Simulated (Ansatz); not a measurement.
Computed with Ansatz on PBE0-D4/def2-TZVP structures; ΔE is electronic, products minus reactants. CCSD(T)/CBS adds triple-zeta CCSD(T) − MP2 to the extrapolated MP2 energy (def2 sets, frozen cores). This one scheme is used for every species. DFT in def2-TZVPP. One conformer a species, not always the lowest.

`F[SiH2][AlH2]` + `B[SiH2]N` → `B[SiH](N)[SiH2]F` + `[AlH3]`  (formal exchange of groups at the Si–Al bond)

**Question.** Is it downhill or uphill in electronic energy at CCSD(T)/CBS, and by how much? (Best estimate.)

**Answer.** Ansatz gave: Nearly level: ΔE = -0.03 eV.

**Question.** What do these levels give: PBE0-D4, ωB97X-V, B2PLYP, PBE, MP2/def2-TZVPP, CCSD/def2-TZVPP, CCSD(T)/def2-TZVPP, HF/def2-QZVPP, MP2/def2-QZVPP, SCS-MP2/def2-QZVPP, HF/CBS(def2), MP2/CBS(def2)? (Best estimate.)

**Answer.** The calculation gave: PBE0-D4 -0.05, ωB97X-V -0.04, B2PLYP -0.02, PBE -0.03, MP2/def2-TZVPP -0.05, CCSD/def2-TZVPP 0.00, CCSD(T)/def2-TZVPP -0.02, HF/def2-QZVPP 0.06, MP2/def2-QZVPP -0.05, SCS-MP2/def2-QZVPP -0.02, HF/CBS(def2) 0.06, MP2/CBS(def2) -0.06 eV.

Largest T1 diagnostic among the species: 0.013.

In def2-TZVPP, CCSD(T) changes the Hartree–Fock value by −0.07 eV (the triples alone add −0.02 eV) and MP2 by −0.10 eV. The D4 term adds −0.07 eV with B3LYP and −0.04 eV with PBE0; it sums over pairs of atoms, weighted by their polarisabilities, and B3LYP, whose exchange is more repulsive, gets the larger term.

B3LYP here is the variant with VWN-RPA as its local correlation; programs differ in this.
